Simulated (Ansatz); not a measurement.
**Cost against result**

Saddle point of Si3H8S, singlet (Si₃H₈S ([SiH3][SiH]([SiH3])[SH]) → Si₂H₄S ([SiH3][SiH][S]) + SiH₄; bonds formed: Si2–H4; bonds broken: Si1–Si2, S3–H4), PBE0-D4/def2-TZVP structure:

Si1  (-0.316, -0.296, -1.137)
Si2  (1.177, 1.300, 0.250)
S3  (0.950, -1.415, -2.273)
H4  (1.272, 0.037, -1.054)
H5  (-1.096, 0.828, -1.734)
Si6  (-1.329, -1.179, 0.787)
H7  (0.040, 2.207, 0.564)
H8  (2.276, 2.063, -0.393)
H9  (1.656, 0.598, 1.464)
H10  (-1.932, -0.109, 1.626)
H11  (-0.304, -1.918, 1.565)
H12  (-2.394, -2.115, 0.335)
(Å)

Barriers are electronic and count from the start structure reached by relaxing down the imaginary mode.

Program: Ansatz 0.2.0. Basis: as named in each row. Cores are frozen in the correlated methods. B3LYP uses VWN-RPA correlation. Extrapolation: Hartree–Fock as exp(−7.88 √X), correlation as X^−2.97.

Times are rough, for one single point on 4 threads of a shared host (Intel Xeon).

The estimate by CCSD(T) at an estimated basis limit (MP2 extrapolated from triple and quadruple zeta, plus CCSD(T) − MP2 in triple zeta) is 2.267 eV.

```json
{"method": "HF", "basis": "STO-3G", "time (s)": "under 1", "barrier (eV)": "6.069", "method less estimate": "3.802"}
{"method": "PBE-D4", "basis": "STO-3G", "time (s)": "under 1", "barrier (eV)": "4.280", "method less estimate": "2.013"}
{"method": "SPW92", "basis": "def2-SVP", "time (s)": "1", "barrier (eV)": "1.951", "method less estimate": "-0.316"}
{"method": "B3LYP-D4", "basis": "6-31G", "time (s)": "1", "barrier (eV)": "2.806", "method less estimate": "0.539"}
{"method": "PBE-D4", "basis": "def2-SVP", "time (s)": "1", "barrier (eV)": "2.061", "method less estimate": "-0.207"}
{"method": "PBE0-D4", "basis": "def2-SVP", "time (s)": "2", "barrier (eV)": "2.305", "method less estimate": "0.037"}
{"method": "SPW92", "basis": "def2-TZVPP", "time (s)": "2", "barrier (eV)": "1.823", "method less estimate": "-0.445"}
{"method": "BLYP-D4", "basis": "def2-TZVPP", "time (s)": "3", "barrier (eV)": "2.035", "method less estimate": "-0.233"}
{"method": "PBE-D4", "basis": "def2-TZVPP", "time (s)": "3", "barrier (eV)": "1.936", "method less estimate": "-0.331"}
{"method": "B3LYP-D4", "basis": "def2-TZVPP", "time (s)": "5", "barrier (eV)": "2.212", "method less estimate": "-0.055"}
{"method": "BHLYP-D4", "basis": "def2-TZVPP", "time (s)": "5", "barrier (eV)": "2.471", "method less estimate": "0.204"}
{"method": "PBE0-D4", "basis": "def2-TZVPP", "time (s)": "5", "barrier (eV)": "2.159", "method less estimate": "-0.108"}
{"method": "r2SCAN-D4", "basis": "def2-TZVPP", "time (s)": "5", "barrier (eV)": "2.045", "method less estimate": "-0.222"}
{"method": "CCSD(T)", "basis": "def2-SVP", "time (s)": "6", "barrier (eV)": "2.608", "method less estimate": "0.341"}
{"method": "r2SCAN0-D4", "basis": "def2-TZVPP", "time (s)": "6", "barrier (eV)": "2.208", "method less estimate": "-0.059"}
{"method": "CAM-B3LYP-D4", "basis": "def2-TZVPP", "time (s)": "6", "barrier (eV)": "2.379", "method less estimate": "0.111"}
{"method": "wB97M-V", "basis": "def2-SVP", "time (s)": "7", "barrier (eV)": "2.481", "method less estimate": "0.213"}
{"method": "RPA on PBE", "basis": "def2-TZVPP", "time (s)": "8", "barrier (eV)": "2.305", "method less estimate": "0.038"}
{"method": "B97M-V", "basis": "def2-TZVPP", "time (s)": "8", "barrier (eV)": "2.104", "method less estimate": "-0.163"}
{"method": "B2PLYP", "basis": "def2-TZVPP", "time (s)": "9", "barrier (eV)": "2.258", "method less estimate": "-0.009"}
{"method": "PBE-QIDH", "basis": "def2-TZVPP", "time (s)": "10", "barrier (eV)": "2.294", "method less estimate": "0.027"}
{"method": "wB97X-V", "basis": "def2-TZVPP", "time (s)": "11", "barrier (eV)": "2.427", "method less estimate": "0.160"}
{"method": "wB97M-V", "basis": "def2-TZVPP", "time (s)": "11", "barrier (eV)": "2.314", "method less estimate": "0.047"}
{"method": "MP2", "basis": "def2-QZVPP", "time (s)": "43", "barrier (eV)": "2.200", "method less estimate": "-0.068"}
{"method": "CCSD(T)", "basis": "def2-TZVPP", "time (s)": "130", "barrier (eV)": "2.333", "method less estimate": "0.065"}
```

All methods are single points on the PBE0-D4 structures.

The T1 diagnostic stays at or below 0.018.

Labels in which every atom is bracketed show which atoms are joined, not bond orders.
